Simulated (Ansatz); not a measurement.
A structure relaxed at PBE0-D4/def2-SVP in Ansatz, charge 0, singlet:

```xyz
6

B    -0.043   -1.079   -0.077
B     0.762    0.203   -0.464
B    -0.351    0.973    0.317
F    -1.374    1.342    1.001
F     1.887    0.504   -1.148
F    -0.881   -1.944    0.371
```

Task: Give its formula and point group.

Result: the cluster B₃F₃. Point group C2v (tolerance 0.1 Å).

Task: Summarise the bond lengths by kind (pairs closer than 1.2 times the sum of covalent radii, bridged metal pairs left out).

Result: 3 × B–F 1.28 to 1.35 Å; 2 × B–B 1.56 Å.

The restricted singlet is unstable towards broken spin symmetry in Hartree–Fock (as tested in another run); at PBE0-D4/def2-SVP this wasn't settled. The structure comes from a short search, and lower isomers may exist.
